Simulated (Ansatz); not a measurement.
Q: Name a neutral molecule of C, Cl, F, O, Ti and H with size of the dipole moment (PBE/def2-TZVPP) between 6.15 and 6.45 D and size of the dipole moment (B3LYP/def2-TZVPP) between 6.50 and 6.80 D (Ansatz, PBE0-D4/def2-TZVP geometry).

A: `CC1=CC(C(F)(F)F)=[O+][Ti-]([OH])([F])([Cl])[O]1` (6.38 D, 6.79 D). Other molecules can fit too; these were computed, each in one conformer that needn't be the lowest.

B3LYP here is the variant with VWN-RPA as its local correlation; programs differ in this.
